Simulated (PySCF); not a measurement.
**Energy of Mn⁺ (manganese, charge +1) between two integer charges**

The 4s alpha orbital of [Ar] 3d5 4s1 is emptied in steps (occupation f), with all orbitals relaxed, ending at [Ar] 3d5. All numbers are calculated (PySCF 2.14, the non-relativistic Hamiltonian (point nucleus), in def2-TZVPPD). The exact energy is a straight line in f; departures are measured from the line between the end points of the same method.

```tsv
f	UHF (eV)	LDA (eV)	PBE (eV)
1	0.000	0.000	0.000
0.8	0.017	-0.570	-0.575
0.6	0.026	-0.852	-0.865
0.4	0.025	-0.847	-0.868
0.2	0.017	-0.559	-0.581
0	0.000	0.000	0.000
```

| method | E(f=0) − E(f=1) (eV) | −ε at f=1 (eV) | −ε at f=0.4 (eV) |
| --- | --- | --- | --- |
| UHF | 14.690 | 14.801 | 14.667 |
| LDA | 16.302 | 12.733 | 17.040 |
| PBE | 16.066 | 12.486 | 16.772 |

Orbital energy along the path (eV):

```
  f      UHF      LDA      PBE
  1  -14.801  -12.733  -12.486
0.8  -14.754  -14.173  -13.901
0.6  -14.709  -15.613  -15.329
0.4  -14.667  -17.040  -16.772
0.2  -14.626  -18.433  -18.235
  0  -14.588  -19.737  -19.701
```

Reference removal energy between the ground levels: 15.640 eV (measured; NIST Atomic Spectra Database, ionization energies). UHF lacks correlation.
